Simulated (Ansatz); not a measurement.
System: GaBr, net charge 0, singlet state. SMILES: [Ga][Br]
Geometry from a B3LYP-D3(BJ)/def2-TZVP (Ansatz, a first-principles code) optimisation:
```xyz
2

Ga     0.0000     0.0000    -1.2726
Br     0.0000     0.0000     1.1272
```

Wanted: atomisation energy, in kcal/mol. Terms: non-relativistic; UHF or UKS for open shells; LANL2DZ with its own core potentials from Na on; atomisation electronic, to ground-state atoms; spin-orbit terms left out. Ab initio and DFT rows: single points at B3LYP-D3(BJ) geometries (Ansatz).

```csv
species,coefficient,"E at B3LYP/LANL2DZ (Ansatz), Eh","E at B3LYP/def2-TZVPD (Ansatz), Eh"
[Ga][Br],-1,-15.28217,-4499.16052
Br atom,+1,-13.13045,-2574.14138
Ga atom,+1,-2.01126,-1924.86131
```

 1 Eh = 627.5095 kcal/mol.

Task: Work the quantity out at each level.

Result: 
- B3LYP/LANL2DZ: the sum of coefficient times E is 0.14046 Eh, or 88.14 kcal/mol. Result: 88.1 kcal/mol.
- B3LYP/def2-TZVPD: the sum of coefficient times E is 0.15783 Eh, or 99.04 kcal/mol. Result: 99.0 kcal/mol.
